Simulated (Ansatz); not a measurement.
The cluster AsP₃ was relaxed with r2SCAN-D4 (def2-SVP) in Ansatz in these states: neutral quintet, neutral singlet, neutral triplet. The geometries follow in no particular order.

A:

```xyz
4

P    -1.507   -0.607    0.483
P    -0.085    0.489   -0.720
P     0.294   -1.617   -0.415
As    1.297    1.735    0.652
```

B:

```xyz
4

P    -0.7124    1.1217   -0.3265
P    -0.0031   -0.1251    1.3625
P     1.2931    0.1827   -0.4082
As   -0.5776   -1.1793   -0.6278
```

C:

```xyz
4

P    -0.854    0.353   -0.871
P    -0.735   -1.402    0.453
P     0.124    0.497    1.162
As    1.465    0.552   -0.743
```

Q: Judge from the bond lengths which geometry belongs to which state (an estimate).

A: A is the neutral quintet (P3–As4 3.658 Å, P1–As4 3.658 Å, P2–As4 2.312 Å); B is the neutral singlet (P3–As4 2.324 Å, P1–As4 2.325 Å, P2–As4 2.324 Å); C is the neutral triplet (P3–As4 2.330 Å, P1–As4 2.330 Å, P2–As4 3.176 Å).

At PBE0-D4/def2-TZVP a singlet lies 3.58 eV below the neutral quintet. At PBE0-D4/def2-TZVP a singlet lies 1.88 eV below the neutral triplet. These are the stationary points nearest to one start from a short search; other shapes may lie lower in each state.
